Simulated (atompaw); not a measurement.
Building the PAW (atompaw) potential for gadolinium (PBEsol, scalar-relativistic).

| Property | Result |
| --- | --- |
| Element | Gd |
| Generator | atompaw 4.2.0.5 |
| Type | PAW |
| Functional | PBEsol |
| Relativity | scalar-relativistic |
| Frozen core | [Kr] 4d10 |
| Valence charge | 18 |
| Reference configuration | 4f7 5s2 5p6 5d1 6s1.75 6p0 (charge +0.25) |
| Partial waves | 5s (bound): rc 3.16 bohr; 6s (bound): rc 3.86 bohr; 5p (bound): rc 2.12 bohr; 6p (bound, empty): rc 3.86 bohr; 5d (bound): rc 3.86 bohr; 5d channel at 2.7 Ry: rc 3.86 bohr; 4f (bound): rc 1.60 bohr; 4f channel at 4.4 Ry: rc 1.60 bohr |
| Local potential | troulliermartins scheme with l = 4 at 0 Ry, radius 3.34 bohr |
| Core correction | smooth core density matched at 3.34 bohr |
| Augmentation charge | besselshape compensation charge, radius 3.34 bohr; PAW radius 3.86 bohr; waves and projectors: modrrkj vanderbiltortho |

All-electron outer shells of the reference configuration (PBEsol, scalar-relativistic, ld1.x):

```
shell  level (eV)  outermost node (bohr)  outermost maximum (bohr)
   4p     -277.55                   0.29                      0.54
   4d     -149.07                   0.27                      0.56
   5s      -51.24                   0.65                      1.20
   5p      -28.75                   0.70                      1.35
   4f      -10.20                      –                      0.56
   6s       -5.38                   1.60                      3.33
   5d       -3.93                   0.79                      1.95
   6p       -2.35                   1.92                      4.39
```

Results:

| Quantity | Value |
| --- | --- |
| Cutoffs needed | 70 Ry and 100 Ry (the cutoffs (Ry, on a coarse ladder) from which the occupation-weighted sum of valence levels, in a spherical-Bessel basis at the reference potential, stays within 10 and 1 mRy of its value at 400 Ry) |
| Ghost test | ghost states, extra bound levels that the all-electron valence spectrum of the same l lacks: s at -18.0 eV, p at -3.6 eV; a true bound ghost makes a file unfit for plane-wave use (spherical-Bessel basis up to 400 Ry, 20 bohr box) |
| Lowest eigenvalue of the overlap operator | 0.68 (d channel) |
| Overlap eigenvalues printed by atompaw (projector basis) | 0.000875, 1.15, 4.32, 5.7, 177, 1.05e+03, 2.08e+03, 4.31e+08 |
| Share of each valence orbital outside the PAW sphere | 5s 0 %, 6s 45 %, 5p 0 %, 6p 76 %, 5d 17 %, 4f 0 % |

Generation and tests took about 23 s on one core of a shared server CPU.
